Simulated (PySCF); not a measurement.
Be(H)(OSiH3) (BeH4OSi), SMILES [BeH][O][SiH3].

Geometry optimised at PBE-D3(BJ)/def2-TZVP.

Method: TDDFT-B3LYP/def2-SVPD (PySCF).

Vertical excitations; the highest root listed may be one member of a degenerate set. Gas-phase values at a fixed geometry. State labels are in the subgroup Cs.

Computed lowest excited states:
| state | symmetry | energy (eV) | λ (nm) | f | main pairs |
|---|---|---|---|---|---|
| S1 | A' | 7.31 | 170 | 0.000 | HOMO−1→LUMO (degenerate set) |
| S2 | A" | 7.31 | 170 | 0.000 | HOMO→LUMO (degenerate set) |
| S3 | A" | 7.62 | 163 | 0.000 | HOMO→LUMO+1 49 %, HOMO−1→LUMO+2 48 % |
| S4 | A" | 7.63 | 163 | 0.002 | HOMO−1→LUMO+2, HOMO→LUMO+1 (degenerate set) |
| S5 | A' | 7.63 | 163 | 0.002 | HOMO→LUMO+2, HOMO−1→LUMO+1 (degenerate set) |
| S6 | A' | 7.93 | 156 | 0.159 | HOMO−2→LUMO+1 (degenerate set) |
| S7 | A" | 7.93 | 156 | 0.159 | HOMO−2→LUMO+2 (degenerate set) |
| S8 | A' | 7.94 | 156 | 0.037 | HOMO−1→LUMO+1 35 %, HOMO→LUMO+2 35 %, HOMO−2→LUMO 30 % |
| S9 | A' | 8.08 | 153 | 0.216 | HOMO−2→LUMO 68 %, HOMO−1→LUMO+1 14 %, HOMO→LUMO+2 14 % |
| S10 | A" | 8.39 | 148 | 0.055 | HOMO→LUMO+3 98 % |
| T1 | A' | 6.89 | 180 | 0 | HOMO−2→LUMO+1 (degenerate set) |
| T2 | A" | 6.89 | 180 | 0 | HOMO−2→LUMO+2 (degenerate set) |
| T3 | A' | 7.02 | 177 | 0 | HOMO−1→LUMO (degenerate set) |
| T4 | A" | 7.02 | 177 | 0 | HOMO→LUMO (degenerate set) |
Triplets are in the Tamm–Dancoff approximation, which puts them higher than full response would, so one can lie above its singlet here.
